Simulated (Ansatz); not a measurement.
H6GeSi, charge -1, doublet, at the geometry of the source list (a state made from the parent by changing its charge; the spin is typed, not shown lowest) (a gas-phase anion, which may not be bound at this level). Base run: B3LYP/cc-pVDZ (Ansatz, a first-principles code).

Here is a job for Ansatz.
Ansatz 0.2 input:
```yaml
crystal:
  periodic: [false, false, false]
  atoms:
    - {symbol: Si, position_ang: [-1.21110000, 0.12330000, 0.02170000]}
    - {symbol: Ge, position_ang: [1.10560000, -0.10820000, -0.02010000]}
    - {symbol: H, position_ang: [-1.78150000, -0.70980000, 1.08100000]}
    - {symbol: H, position_ang: [-1.58220000, 1.51630000, 0.26670000]}
    - {symbol: H, position_ang: [-1.77570000, -0.29520000, -1.26210000]}
    - {symbol: H, position_ang: [1.61100000, -1.42550000, -0.54140000]}
    - {symbol: H, position_ang: [1.84580000, 0.89320000, -0.85840000]}
    - {symbol: H, position_ang: [1.78820000, 0.00600000, 1.31260000]}
basis:
  gaussian:
    orbitals: cc-pVDZ
hamiltonian:
  xc: b3lyp
total_charge: -1
magnetization: {spin_polarized: true, initial_magnetization: 1}
```

Each row names what was changed in the base input (with any setting that the change needs).

```csv
change,basis functions,E (Eh),core-seconds (rough)
base,75,-2370.02931,10
basis = STO-3G,33,-2342.48182,1.0
basis = 3-21G,48,-2358.44752,4
basis = pc-1,75,-2370.01104,10
basis = def2-SVP,80,-2369.71221,20
basis = cc-pV(D+d)Z,80,-2370.03646,20
basis = 6-31G**,84,-2369.78125,9
basis = 6-311G**,?,?,8
basis = def2-SVPD,?,?,20
basis = aug-cc-pVDZ,?,?,40
basis = def2-TZVP,121,-2370.10162,10
basis = cc-pVTZ,?,?,20
basis = def2-TZVPP,174,-2370.10402,20
```

Fill in the missing entries.


- basis = 6-311G**, basis functions: 107
- basis = 6-311G**, E (Eh): -2370.06840
- basis = def2-SVPD, basis functions: 110
- basis = def2-SVPD, E (Eh): -2369.75825
- basis = aug-cc-pVDZ, basis functions: 117
- basis = aug-cc-pVDZ, E (Eh): -2370.10052
- basis = cc-pVTZ, basis functions: 161
- basis = cc-pVTZ, E (Eh): -2370.13932

Totals compare only among sets that treat the same electrons; sets with core potentials leave the core out.

A gas-phase anion may not be bound at this level; its values then depend on the basis.
